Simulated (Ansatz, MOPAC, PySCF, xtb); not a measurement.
Diatomic LiS-, closed-shell singlet (lowest of 2S+1 = 1, 3, 5 at CCSD(T)/def2-TZVPP on PBE0 minima; our sources give no spin for the ground state, which may be another).

The constants come from a fifth-degree fit in 1/R (seven points, main isotopes). In def2 and cc sets the state is the lowest found near the PBE0 minimum, followed along R. The singlet is held restricted. HF and MP2 rows in def2 and cc sets belong to the determinant that coupled cluster picked by its CCSD energy.

Programs: Ansatz (Gaussian basis) for Hartree–Fock, density functionals and correlated methods; MOPAC for PM6 (differences of heats of formation); PySCF for 3-21G rows, 6-31G* rows; xtb for the GFN methods. Each number belongs to the level named beside it.

```csv
level,r_e (Å),ω_e (cm⁻¹),ω_e x_e (cm⁻¹),α_e (cm⁻¹)
PM6,1.964,730,2.9,0.0049
GFN2-xTB,2.032,672,5.6,0.0091
HF/3-21G,2.089,689,3.5,0.0054
HF/6-31G*,2.058,693,4.1,0.0064
HF/aug-cc-pV(T+d)Z,2.054,682,4.1,0.0066
HF/def2-QZVPP,2.049,688,4.1,0.0065
HF/aug-cc-pV(5+d)Z,2.051,683,4.1,0.0066
PBE/def2-TZVPP,2.065,631,4.9,0.0079
BP86/6-31G*,2.092,619,4.4,0.0075
r2SCAN/def2-TZVPP,2.059,653,4.8,0.0076
B3LYP/6-31G*,2.068,650,4.6,0.0073
B3LYP/def2-TZVPP,2.046,658,5.0,0.0077
CAM-B3LYP/def2-TZVPP,2.023,693,4.7,0.0073
wB97X-V/def2-TZVPP,2.030,696,4.3,0.0069
wB97M-V/def2-TZVPP,2.036,680,4.4,0.0072
B2PLYP/def2-TZVPP,2.053,651,5.1,0.0079
MP2/6-31G*,2.085,641,4.0,0.0062
MP2/aug-cc-pV(T+d)Z,2.093,624,4.5,0.0073
MP2/def2-TZVPP,2.059,656,5.1,0.0077
MP2/aug-cc-pV(Q+d)Z,2.087,629,4.5,0.0073
MP2/def2-QZVPP,2.072,641,4.6,0.0073
SCS-MP2/aug-cc-pV(Q+d)Z,2.084,633,4.6,0.0073
SCS-MP2/aug-cc-pV(5+d)Z,2.081,635,4.5,0.0073
CCSD/aug-cc-pV(T+d)Z,2.074,649,4.4,0.0070
CCSD/def2-QZVPP,2.053,668,4.4,0.0070
CCSD(T)/aug-cc-pV(T+d)Z,2.090,623,4.7,0.0075
CCSD(T)/aug-cc-pV(Q+d)Z,2.081,633,4.7,0.0074
CCSD(T)/def2-QZVPP,2.068,642,4.8,0.0075
CCSD(T)/aug-cc-pV(5+d)Z,2.079,635,4.7,0.0074
"CCSD(T)/CBS(aug-cc-pV(Q+d)Z, aug-cc-pV(5+d)Z)",2.076,638,4.7,0.0074
```

Correlated levels freeze the inner cores; with def2 sets outer-core shells near the valence are correlated too. CBS(a, b) extrapolates the correlation energy as X⁻³ and adds the Hartree–Fock energy of set b. Rows in 3-21G, 6-31G* carry no dispersion term and start afresh at each structure (6-31G* with six Cartesian d functions). MP2/6-31G* freezes PySCF's default core, which is smaller on s-block atoms. The state that PM6 reach isn't checked.

Ansatz is an electronic-structure program.
